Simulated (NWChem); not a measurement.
System: C2H6AlFO; SMILES C[O][Al]([CH3])[F]

NWChem input:

```
start job
memory heap 200 mb stack 900 mb global 1100 mb
geometry units angstroms noautosym nocenter noautoz
  Al     0.229253     0.352238    -0.241831
  F     -1.254231     0.691089    -0.926696
  C      1.519877     1.756452     0.060938
  H      2.440214     1.368416     0.522129
  H      1.105625     2.535891     0.720754
  H      1.791089     2.251649    -0.885512
  O      0.556201    -1.250303     0.172334
  C     -0.023393    -2.511739     0.144677
  H     -0.092977    -2.930600     1.164429
  H     -1.041657    -2.508855    -0.285941
  H      0.590266    -3.209094    -0.453068
end
basis spherical
  * library 6-31g*
end
dft
  xc b3lyp
  iterations 150
end
property
  response 1 0.0773
end
task dft property
```

Structure relaxed at the PBE0/def2-SVP level.

Field at 589 nm.

**Question.** Give the results of this calculation. (B3LYP/6-31G* (spherical d).) Quantities: isotropic polarisability (bohr³); anisotropy (bohr³).

**Answer.** 
| Quantity | Result |
|---|---|
| isotropic polarisability (bohr³) | 45.5 |
| anisotropy (bohr³) | 17.8 |
